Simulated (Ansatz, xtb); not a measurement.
**Relative energy of two isomers of C5H5BOSe**

Structure X is `Bc1c[se]cc1C=O`, a singlet and structure Y is `Bc1cc(C=O)c[se]1`, a singlet. Both are isolated molecules in the gas phase, relaxed with B3LYP-D3(BJ)/def2-SVP; the shapes shown needn't be the lowest conformers.

X (Å):

```xyz
13

C    -0.0774    0.8620   -0.0089
C     1.1783    0.4401   -0.4112
C    -0.4732   -1.4948   -0.0599
C    -0.9975   -0.2511    0.1844
C    -2.4111   -0.1119    0.6134
B    -0.3539    2.3611    0.1802
O    -3.1652   -1.0468    0.7700
Se    1.3121   -1.4083   -0.5828
H     0.5367    3.1479   -0.0278
H    -1.4292    2.7781    0.5289
H     2.0350    1.0810   -0.6193
H    -1.0119   -2.4373    0.0324
H    -2.7499    0.9366    0.7889
```

Y (Å):

```
atom    x (Å)    y (Å)   z (Å)
   C   0.6192   1.4442  0.9199
   C  -0.5143   0.7419  1.3023
   C  -0.3151  -0.5978  1.7390
   C  -1.4068  -1.4916  2.1816
   C   1.0108  -1.0084  1.7161
   B   0.7246   2.8739  0.4142
   O  -1.2495  -2.6317  2.5541
  Se   2.1366   0.3177  1.1199
   H   1.7893   3.3558  0.1163
   H  -0.2832   3.5303  0.3127
   H  -1.5042   1.2050  1.2655
   H  -2.4263  -1.0279  2.1487
   H   1.3551  -1.9988  2.0146
```

Task: Estimate which is lower in electronic energy at CCSD(T)/def2-SVP + ΔMP2/def2-TZVPP, and by roughly how much.

Result: The CCSD(T)/def2-SVP + ΔMP2/def2-TZVPP calculation puts structure Y lower, by 4.1 kcal/mol.

The same difference at several levels:

```json
{"level": "GFN2-xTB", "geometry": "GFN2-xTB", "E(Y) − E(X) (kcal/mol)": "−2.0", "departure from the last row (kcal/mol)": "+2.2", "job, with rough time for the two": "optimisation, 0.58 s"}
{"level": "HF/STO-3G", "geometry": "GFN2-xTB", "E(Y) − E(X) (kcal/mol)": "−2.9", "departure from the last row (kcal/mol)": "+1.2", "job, with rough time for the two": "single point, 3.2 s"}
{"level": "r2SCAN-D4/def2-SVP", "geometry": "GFN2-xTB", "E(Y) − E(X) (kcal/mol)": "−5.3", "departure from the last row (kcal/mol)": "−1.2", "job, with rough time for the two": "single point, 14 s"}
{"level": "B3LYP-D3(BJ)/def2-SVP", "geometry": "B3LYP-D3(BJ)/def2-SVP", "E(Y) − E(X) (kcal/mol)": "−4.9", "departure from the last row (kcal/mol)": "−0.7", "job, with rough time for the two": "optimisation, 3.1 min"}
{"level": "HF/def2-SVP", "geometry": "B3LYP-D3(BJ)/def2-SVP", "E(Y) − E(X) (kcal/mol)": "−4.5", "departure from the last row (kcal/mol)": "−0.3", "job, with rough time for the two": "part of the CCSD(T) run"}
{"level": "MP2/def2-SVP", "geometry": "B3LYP-D3(BJ)/def2-SVP", "E(Y) − E(X) (kcal/mol)": "−4.5", "departure from the last row (kcal/mol)": "−0.4", "job, with rough time for the two": "part of the CCSD(T) run"}
{"level": "CCSD(T)/def2-SVP", "geometry": "B3LYP-D3(BJ)/def2-SVP", "E(Y) − E(X) (kcal/mol)": "−4.2", "departure from the last row (kcal/mol)": "−0.1", "job, with rough time for the two": "single point"}
{"level": "CCSD(T)/def2-SVP + ΔMP2/def2-TZVPP", "geometry": "B3LYP-D3(BJ)/def2-SVP", "E(Y) − E(X) (kcal/mol)": "−4.1", "departure from the last row (kcal/mol)": "", "job, with rough time for the two": "single point, 7.6 min"}
```

As drawn, both hold the same kinds of bond in the same numbers.

The levels shown agree on the order. The largest departure from CCSD(T)/def2-SVP + ΔMP2/def2-TZVPP is that of GFN2-xTB, 2.2 kcal/mol. The last row adds to CCSD(T) the change of the MP2 difference between the two basis sets, here +0.1 kcal/mol.

With thermal terms from frequencies at re-optimised GFN2-xTB minima (ideal gas, soft modes damped towards free rotors, one conformer each, 298.15 K, 1 atm): the zero-point term adds +0.1 kcal/mol; ΔH is −4.1 and ΔG −3.9 kcal/mol.

The correlated steps freeze 16 core orbitals; the filled d shell of Se is correlated, in a basis made for valence electrons. Codes used: Ansatz 0.2.0, xtb 6.7.1; the last row on 2 threads of Intel(R) Xeon(R) Processor @ 2.50GHz (Skylake/Cascade Lake) on a shared host.
